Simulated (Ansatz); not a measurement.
# Telling isomers of BFGaHO apart by their spectra

These gas-phase data were calculated for one isomer of BFGaHO at r2SCAN-D4/def2-SVP (harmonic, unscaled wavenumbers; equilibrium rotational constants with average atomic masses):

| Quantity | Value |
| --- | --- |
| rotational constants | 14.4, 2.478, 2.114 GHz |
| all wavenumbers above 1500 cm⁻¹ | 2054, 2003 |
| dipole moment | 2.92 D (PBE0/def2-TZVPD) |

Candidates:

(1) `O=[B][GaH][F]`, a singlet
(2) `FB[O][Ga]`, a singlet

Problem. Assign the data to one candidate and say why.

Solution. Candidate (1). No mode falls between 2350 and 2900 cm⁻¹, where the B–H stretch of (2) would stand.

The same quantities for all candidates:

```tsv
	rotational constants (GHz)	wavenumbers above 1500 cm⁻¹	dipole (D)	E above the lowest, r2SCAN-D4/def2-SVP (kcal/mol)
(1)	14.4, 2.478, 2.114	2054, 2003	2.92	40.3
(2)	37.9, 1.739, 1.663	2610	2.68	0.0
```

Harmonic stretches to hydrogen usually lie a few per cent above observed fundamentals. Each candidate is one conformer. Programs: Ansatz 0.2.0.
